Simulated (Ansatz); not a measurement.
Basis-set extrapolation for C₃H₇AlCl₂, SMILES `C[CH](C)[Al]([Cl])[Cl]` (PBE0-D4/def2-TZVP geometry, frozen core, Ansatz). Multiplicity 1, RHF reference.

```
                       def2-TZVPP    def2-QZVPP
                 HF  -1278.831205  -1278.868995
    MP2 correlation     -0.976411     -1.054979
CCSD(T) correlation     -1.087914       not run
```

Energies in hartree. Use E(X) = E(∞) + A·exp(−7.88·√X) for Hartree–Fock and E(X) = E(∞) + B·X^(−2.97) for correlation, with X = 3 and 4, and add CCSD(T) minus MP2 of the smaller set to the MP2 limit.

Problem. What is the CCSD(T) energy at the basis-set limit?

Solution. HF limit: -1278.868995 + (-0.037790) × 0.13774 = -1278.87420. MP2 limit: -1.054979 + (-0.078568) × 0.74074 = -1.11318. Higher-order term: -1.087914 − (-0.976411) = -0.11150. Total: -1280.09888 hartree, 472.0 kJ/mol below CCSD(T)/def2-TZVPP.
